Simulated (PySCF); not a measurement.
# Magnesium: a sound run and one with changed settings

Sound run: Mg⁺ [Ne] 3s1, Mg²⁺ [Ne]. All numbers are calculated (PySCF 2.14, scalar relativity by spin-free X2C-1e, in cc-pVTZ-DK). The sound run starts from symmetry-adapted Hartree-Fock orbitals and uses a fine grid where one is needed.

A second run was set up differently.

```tsv
species	method	sound run (hartree)	changed run (hartree)	converged
Mg⁺	UHF	-199.67643	-199.67636	no
Mg⁺	M06-L	-200.08675	-194.78466	no
Mg⁺	r2SCAN	-200.07745	-200.07717	no
Mg²⁺	UHF	-199.13457	-199.13457	yes
Mg²⁺	M06-L	-199.56177	-199.56177	yes
Mg²⁺	r2SCAN	-199.52465	-199.52465	yes
```

What was changed?
A. basis contracted for another Hamiltonian
B. radial grid too coarse
C. level shift left on
D. too few SCF iterations

C. It used initial guess minao, at most 50 SCF cycles, level shift 10.0 hartree. A level shift slows the SCF but leaves a converged energy unchanged.
